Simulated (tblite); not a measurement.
C7H8, charge +1, doublet, at a GFN2-xTB geometry (a state made from the parent by changing its charge; the spin is typed, not shown lowest); GFN1-xTB (tblite).

tblite was given this input:
```
$ tblite run mol.xyz --method gfn1 --charge 1 --spin 1 --guess eeq --json tblite.json --no-restart

# file mol.xyz
15

C     -2.36714135    -0.08202114     0.06102383
C     -0.90987217    -0.04047144    -0.05152210
C     -0.14530900    -1.22598770     0.11487862
C      1.22203814    -1.15805312     0.21005963
C      1.86717291     0.07535323     0.03053098
C      1.13056670     1.25881372    -0.13478812
C     -0.23711338     1.19682326    -0.23090456
H     -2.79625964     0.87139746     0.36669162
H     -2.71835841    -0.89810262     0.69316527
H     -2.76997922    -0.29345925    -0.94243784
H     -0.65375911    -2.17531624     0.20023922
H      1.80336128    -2.05208795     0.37845672
H      2.94532487     0.10371484    -0.05692621
H      1.64256067     2.20484027    -0.22732252
H     -0.81494145     2.09227255    -0.40753601
```

Q: What does tblite print? Leave out banner, timings and long lists.

A: 
```
xTB calculator
 | screened Coulomb repulsion
 | Coulomb electrostatics
 |  * isotropic Klopman-Ohno-Mataga-Nishimoto electrostatics
 |  * onsite third-order electrostatics
 | DFT-D3(BJ) dispersion correction

halogen bonding energy    0.0000000000000E+00 Eh
repulsion energy          3.3926712613192E-01 Eh
dispersion energy        -6.2872202621766E-03 Eh
number of electrons       3.5000000000000E+01 e
integral cutoff           1.9731147476801E+01 bohr

------------------------------------------------------------
  cycle        total energy    energy error   density error
------------------------------------------------------------
      1     -18.52458651720  -1.8857566E+01   6.2088771E-01
      2     -18.56535304761  -4.0766530E-02   3.7361675E-01
      3     -18.56444154556   9.1150205E-04   4.6384723E-02
      4     -18.56619130745  -1.7497619E-03   1.2759980E-02
      5     -18.56657410445  -3.8279700E-04   7.7513119E-03
      6     -18.56687294410  -2.9883965E-04   3.4433122E-04
      7     -18.56687310179  -1.5769249E-07   6.0538339E-05
      8     -18.56687310672  -4.9295821E-09   3.3563333E-05
      9     -18.56687310860  -1.8736941E-09   1.1695579E-05
------------------------------------------------------------

electronic energy        -1.8899853014468E+01 Eh
total energy             -1.8566873108598E+01 Eh

Post processing:
 | Mayer-Wiberg bond orders

[Info] JSON dump of results written to 'tblite.json'
```
